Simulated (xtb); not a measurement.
AlGeH₅O₂S, SMILES [GeH3][S][Al]([OH])[OH]. All values are semi-empirical tight-binding results from xtb (GFN2-xTB unless named), good for trends rather than for accurate numbers. Geometry: GFN2-xTB. The structure was generated by enumeration; whether it is a known compound was not checked. Other conformers were not sampled.

Optimised geometry:

```xyz
10

Ge    -0.1432     1.6748     0.0000
S      1.3047     0.0074     0.0000
Al    -0.1623    -1.6296     0.0000
O      0.3190    -3.1951     0.0000
O     -1.7014    -1.0163     0.0000
H     -1.0143     1.7015    -1.2229
H     -1.0143     1.7015     1.2229
H      0.7195     2.9086     0.0000
H      0.8237    -3.9935     0.0000
H     -2.6396    -1.1549     0.0000
```
Charge 0, spin multiplicity 1.

For metal compounds this method's bond lengths and energies can be far off.

Estimate the properties. (The exact figures need the calculation; the answer reports its results.)


```yaml
point_group_as_xtb_finds_it: Cs
orbital_gap: 3.41 eV
zero_point_energy: 31.3 kcal/mol
G − E(el) at 298.15 K (modified RRHO): 9.3 kcal/mol
```

Computed atomic charges and the Wiberg bond orders between heavy atoms:
charges (e) Ge1 0.16, S2 -0.25, Al3 0.44, O4 -0.49, O5 -0.47, H6 -0.01, H7 -0.01, H8 -0.02, H9 0.32, H10 0.32. Bond orders Ge1–S2 0.95, S2–Al3 1.10, Al3–O4 1.33, Al3–O5 1.31.
